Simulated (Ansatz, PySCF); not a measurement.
H2B (SMILES [BH2]), doublet, at a GFN2-xTB geometry. Base run: PySCF with CAMB3LYP/cc-pVDZ.

Geometry (Å):
```xyz
3

B      0.0027     0.1441     0.0073
H     -1.0499    -0.3415     0.0010
H      1.0364    -0.3789    -0.0376
```
Charge 0, spin multiplicity 2.
Orbitals are unrestricted.
All else is at PySCF's defaults.

The same geometry, method and basis name were run in Ansatz (a program for electronic structure) and PySCF, at each program's defaults and at the settings that a row names. The base is PySCF at its defaults. Differences at the defaults can come from grids, fitting, cores and function types together.

```tsv
code and settings	ΔE vs base (µEh)	basis functions	E (Eh)	SCF cycles	dipole (D)
PySCF, defaults (exact integrals, its default grid, spherical functions)	0.0	24	-25.90403	8	0.51
Ansatz, defaults (factorised integrals, its default grid, spherical functions)	-0.3	24	-25.90403	-	-
PySCF, density fitting with def2-universal-jkfit	-19.1	24	-25.90404	8	0.51
PySCF, fine grid	0.1	24	-25.90403	8	0.51
Ansatz, high accuracy	0.1	24	-25.90403	-	-
```

Open shells are given as the SCF converged; they aren't shown to be the lowest states, and a large step between rows can be another state.
